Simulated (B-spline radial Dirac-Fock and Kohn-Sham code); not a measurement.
**Dy⁶²⁺: eigenvalues, ΔSCF and the reference**

System: the Dy⁶²⁺ ion in the configuration 1s2 2s2.

The density-functional columns are spherical, spin-unpolarised Dirac-Kohn-Sham results without Breit or QED terms: −ε is minus the orbital energy of the initial state and ΔSCF the difference of two total energies. The reference in the last column comes from multi-electron Dirac-Fock with separately optimised hole states, Breit and Lamb-shift corrections added in first order. All numbers are from a B-spline atomic structure program, in eV; a selection of levels is shown. For the 1s level of heavy atoms much of the gap between ΔSCF and the reference is the Breit and QED part, -203.6 eV here; for other levels the error of the functional can be larger.

```
  level   LDA −ε  LDA ΔSCF  Dirac-Fock
 K (1s)  60611.6   61156.6     60940.3
L1 (2s)  14844.5   14975.2     14935.6
```

For the outermost level NIST gives 14936 ± 15 eV (theoretical); the differences from it are LDA −ε -91.45, LDA ΔSCF +39.23, Dirac-Fock -0.39 eV.

Values without a named source are computed, but for edge energies of neutral atoms, which are taken from tables.
